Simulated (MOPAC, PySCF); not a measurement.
C₃H₉B, SMILES `CB(C)C`, neutral singlet in the gas phase. 

Cartesian coordinates (Å):
SMILES: CB(C)C
```xyz
13

C     -1.2463    -0.9251     0.2643
B      0.0001     0.0065     0.0167
C      1.4371    -0.6280    -0.0947
C     -0.1908     1.5612    -0.1488
H     -1.4453    -1.4628    -0.6737
H     -1.0322    -1.7049     1.0031
H     -2.1645    -0.4053     0.5475
H      1.4501    -1.7075    -0.2649
H      1.9336    -0.4476     0.8706
H      2.0632    -0.1332    -0.8436
H     -0.6556     1.7268    -1.1319
H      0.7351     2.1411    -0.1270
H     -0.8948     1.9753     0.5800
```
Charge 0, spin multiplicity 1.

All levels are single points at this geometry (ωB97X-D3(BJ)/def2-TZVP); Pople sets use spherical d functions. Orbital energies aren't observables, and empty levels follow the basis.

M06-2X/6-31G* in PySCF gives dipole (D) = 0.06.

**Question.** Estimate the dipole (D) from each of these levels: PBE-D3(BJ)/def2-TZVP in PySCF; ωB97X-D3(BJ)/def2-TZVP in PySCF; B3LYP/3-21G in PySCF; B3LYP/6-31G* in PySCF; BP86/6-31G* in PySCF; PBE/6-31G* in PySCF; SVWN5/6-31G* in PySCF; HF/3-21G in PySCF; HF/STO-3G in PySCF; AM1 in MOPAC; PM3 in MOPAC; PM7 in MOPAC.

**Answer.** 
```json
[
 {"level": "PBE-D3(BJ)/def2-TZVP in PySCF", "dipole (D)": "0.05"},
 {"level": "ωB97X-D3(BJ)/def2-TZVP in PySCF", "dipole (D)": "0.04"},
 {"level": "B3LYP/3-21G in PySCF", "dipole (D)": "0.08"},
 {"level": "B3LYP/6-31G* in PySCF", "dipole (D)": "0.06"},
 {"level": "BP86/6-31G* in PySCF", "dipole (D)": "0.07"},
 {"level": "PBE/6-31G* in PySCF", "dipole (D)": "0.07"},
 {"level": "SVWN5/6-31G* in PySCF", "dipole (D)": "0.08"},
 {"level": "HF/3-21G in PySCF", "dipole (D)": "0.06"},
 {"level": "HF/STO-3G in PySCF", "dipole (D)": "0.05"},
 {"level": "AM1 in MOPAC", "dipole (D)": "0.08"},
 {"level": "PM3 in MOPAC", "dipole (D)": "0.12"},
 {"level": "PM7 in MOPAC", "dipole (D)": "0.13"}
]
```
